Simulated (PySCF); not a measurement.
## Dipole response of Au²⁺ (gold, charge +2)

[Xe] 4f14 5d9, 2D determinant. All numbers are calculated (PySCF 2.14, the spin-free X2C one-electron Hamiltonian (Gaussian nucleus), in x2c-TZVPPall with one added diffuse shell each of s, p, d, f type (12s8p8d4f1g, 113 functions)). Coupled (time-dependent) response in atomic units; α is the mean over directions.

```csv
method,mean α (bohr³),"α xx, yy, zz",C₆ (like pair),S(−4)
PBE0,8.712,"8.585, 8.585, 8.967",56.87,15.58
```

S(−4) is the Cauchy moment in α(ω) = α(0) + S(−4) ω² + …

Spin-orbit coupling is absent.

α(iu) at PBE0:

| u (hartree) | α(iu) (bohr³) |
| --- | --- |
| 0 | 8.712 |
| 0.0500 | 8.674 |
| 0.100 | 8.561 |
| 0.200 | 8.158 |
| 0.300 | 7.610 |
| 0.500 | 6.442 |
| 0.750 | 5.201 |
| 1.00 | 4.253 |
| 1.50 | 2.971 |
| 2.00 | 2.176 |
| 3.00 | 1.296 |
| 5.00 | 0.6015 |

A single London oscillator, α(iu) = α/(1 + u²/ω²), gives C₆ = (3/4) ω α². Matching the computed C₆ needs ω = 4 × 56.87 / (3 × 8.712²) = 0.999 hartree.

For an ion, C₆ is the dispersion term alone; charge-induced terms of lower order in 1/R come first.

The components differ because the open shell of this determinant is not spherical; for a pure term their mean is the scalar polarisability.

Spin-orbit coupling, absent here, splits the open shell strongly.
